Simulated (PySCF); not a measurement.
Coordinates in bohr (charge 0 multiplicity 1):
```
Ir    0.0000   -0.0235    0.0087
H     0.0000   -0.5159    2.9493
H     1.7114    2.2593    0.6769
H    -1.7114    2.2593    0.6769
H    -3.0889   -0.3109    0.2231
H     3.0889   -0.3109    0.2231
H     0.8142    0.5315   -3.2162
H    -0.8142    0.5315   -3.2162
```

These are results of PBE0/[Ir def2-TZVP with ECP60, H def2-TZVP], scalar-relativistic core potentials, density fitting, no spin–orbit coupling, PySCF, not measurements.

This geometry of IrH₇ is a stationary point at this level.

(1) What is the point group?

(2) Is it a minimum?

(3) Which band is strongest in the infrared?

(4) What are the dipole moment and the gap between the highest occupied and lowest empty levels?

(5) Give the atomic charges and bond orders.

## Answers

(1) Cs.

(2) No: it has 1 imaginary mode, at 652i cm⁻¹ (a'').

(3) 1935 cm⁻¹ (a''), 262 km/mol.

(4) 1.63 D and 5.31 eV.

(5) 
```
atom  Mulliken  Löwdin  polar tensor  Mayer order to Ir1
 Ir1     -0.13   -0.22         -0.44                   –
  H2      0.01   -0.03         -0.03                0.85
H3,4      0.08    0.08          0.17                0.82
H5,6     -0.07   -0.04         -0.04                0.66
H7,8      0.04    0.09          0.09                0.34
```
Other Mayer orders above 0.3: H–H 0.60.

Stability towards spin polarisation was not tested. Only a few start shapes were tried, so a lower isomer may exist. No spin–orbit coupling is included, which matters more the heavier the element.
